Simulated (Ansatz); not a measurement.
Geometry optimisation, Ansatz, RKS PBE-D4/def2-SVP.

Input:

```yaml
crystal:
  periodic: [false, false, false]
  atoms:
    - { symbol: C, position_ang: [-1.1917, -0.6221, -0.1004] }
    - { symbol: C, position_ang: [0.0809, -0.1771, 0.5259] }
    - { symbol: "N", position_ang: [0.8383, -1.2165, 1.1559] }
    - { symbol: O, position_ang: [0.0864, 0.9603, 1.2776] }
    - { symbol: Sn, position_ang: [1.2014, 1.3901, -0.3525] }
    - { symbol: O, position_ang: [0.1729, 2.0788, -1.8945] }
    - { symbol: H, position_ang: [-1.861, -1.0687, 0.646] }
    - { symbol: H, position_ang: [-1.7307, 0.3312, -0.5173] }
    - { symbol: H, position_ang: [-1.045, -1.2662, -0.9047] }
    - { symbol: H, position_ang: [1.123, -1.92, 0.4616] }
    - { symbol: H, position_ang: [0.2505, -1.7002, 1.8891] }
    - { symbol: H, position_ang: [2.7242, 0.5802, -0.6603] }
    - { symbol: H, position_ang: [-0.6288, 2.5953, -1.5117] }
basis:
  gaussian: { orbitals: def2-SVP }
hamiltonian:
  xc: pbe
  dispersion: d4
relax:
  f_tol: 0.015
  max_steps: 40
```

Run as:

```bash
$ ansatz run input.yaml --threads 2 --pin off --max-ram 3072MiB --backend cpu --events-out ev --progress --plain --runs-dir out
```

Problem. Where does it end, and by what steps?

Solution. It converged. After 25 steps the energy has fallen by 3.821 eV; H10 moved furthest, 1.20 Å. Parted: C2–Sn5.

```csv
step,energy less start (eV),largest force component (eV/Å),accepted
0,0.0000,3.728,yes
1,-0.4557,1.232,yes
2,-0.6535,1.697,yes
3,-1.0877,3.024,yes
4,-1.7395,3.555,yes
5,-2.5438,3.099,yes
6,-2.9850,1.353,yes
7,-3.2277,1.473,yes
8,-3.4946,0.884,yes
9,-3.6862,0.748,yes
10,-3.7702,0.497,yes
11,-3.7882,0.500,yes
12,-3.7997,0.448,yes
13,-3.8099,0.191,yes
14,-3.8124,0.089,yes
15,-3.8154,0.049,yes
16,-3.8177,0.129,yes
17,-3.8182,0.068,yes
18,-3.8188,0.082,yes
19,-3.8202,0.101,yes
20,-3.8207,0.088,yes
21,-3.8212,0.045,yes
22,-3.8214,0.025,yes
23,-3.8215,0.022,yes
24,-3.8215,0.017,yes
25,-3.8215,0.011,yes
```

```xyz
13
Properties=species:S:1:pos:R:3
C -1.078 -0.575 -0.259
C 0.006 -0.492 0.777
N 0.531 -1.648 1.244
O 0.423 0.603 1.224
Sn 1.268 2.357 -0.175
O -0.101 1.913 -1.687
H -2.022 -0.208 0.193
H -0.818 0.155 -1.068
H -1.237 -1.595 -0.657
H 0.210 -2.557 0.915
H 1.296 -1.601 1.919
H 2.370 1.052 -0.788
H -0.828 2.563 -1.622
```

Whether the end is a true minimum wasn't checked by a vibrational analysis.

Run time: 73 s on 2 threads of Arm Neoverse V2, on a shared host, peak memory 0.18 GiB.
